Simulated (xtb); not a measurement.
germasilene (GeH4Si), SMILES [SiH2]=[GeH2]. All values are semi-empirical tight-binding results from xtb (GFN2-xTB unless named), good for trends rather than for accurate numbers. Geometry optimised at GFN2-xTB.

For metal compounds this method's bond lengths and energies can be far off.

```yaml
orbital_gap: 2.19 eV
zero_point_energy: 16.0 kcal/mol
G − E(el) at 298.15 K (modified RRHO): -1.4 kcal/mol
```
